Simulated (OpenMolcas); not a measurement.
Cr2+ among 4 point charges of -1.5 e arranged as a square (D4h).

```yaml
Program: OpenMolcas
Method: "SS-CASPT2, IPEA 0.25 Eh, imaginary shift 0.1 Eh (closed shells correlated: 3s 3p)"
Basis: ANO-RCC-VDZP [5s4p2d1f]
Scalar_Hamiltonian: DKH2, point nucleus
Active_space: 4 electrons in 5 orbitals (3d)
State_averaging: 2S+1 = 5 even, 5 roots; 2S+1 = 3 even, 45 roots; 2S+1 = 1 even, 50 roots
Spin-orbit_coupling: state interaction with AMFI integrals over the reference wave functions
```

All point charges move together. At R = 1.95 Å the first state of the same spin is 6030 cm-1, and at R = 2.03 Å it is 5200 cm-1.

Problem. A third run gives 7540 cm-1. What distance was it run at?

Solution. With a power law R^-n the two known points give n = -ln(5200 / 6030) / ln(2.03 / 1.95) = 3.68. Then R = 1.95 × (6030 / 7540)^(1/3.68) = 1.835 Å. The run was at 1.83 Å, so the estimate is off by +0.005 Å.

Over all roots computed the reference weight is 0.80 to 0.95 in R = 1.83; the roots of lowest weight are the least certain, and an intruder state may touch them. Free-ion shares, where given, are those of the reference states; single-state CASPT2 does not remix them. Point charges carry no covalency, so the field is a model and not that of real ligands. No measured value stands beside these numbers.
